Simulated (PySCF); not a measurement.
Working out the ionisation energy of Pd²⁺

Pd²⁺ [Kr] 4d8 (3F) → Pd³⁺ [Kr] 4d7 (4F). Computed with PySCF 2.14 in aug-cc-pwCVDZ-PP with ECP28MDF (6s6p5d3f, 70 functions), with scalar relativity through the core potential. Frozen: nothing. Energies in hartree (1 hartree = 27.21139 eV):

```tsv
part	Pd²⁺ (lower)	Pd³⁺ (upper)
UHF	-125.739965	-124.598015
MP2 opposite-spin	-0.317448	-0.282056
MP2 same-spin	-0.146007	-0.129523
```

Question: What does Hartree-Fock give?

Answer: (-124.598015) − (-125.739965) = 1.141950 hartree = 31.074 eV.

Question: What do MP2 and SCS-MP2 (6/5 opposite-spin, 1/3 same-spin) give?

Answer: The opposite-spin parts differ by 0.963 eV and the same-spin parts by 0.449 eV. MP2: 31.074 + (0.963) + (0.449) = 32.486 eV. SCS-MP2: 31.074 + 1.2 × (0.963) + (0.449)/3 = 32.379 eV.

Reference: 32.93 eV (semi-empirical (NIST evaluation); NIST Atomic Spectra Database, ionization energies), between the lowest levels; spin-orbit coupling is absent from the calculation.

A double-zeta basis recovers only part of the correlation energy.

What remains against the reference includes basis incompleteness and correlation beyond second order.
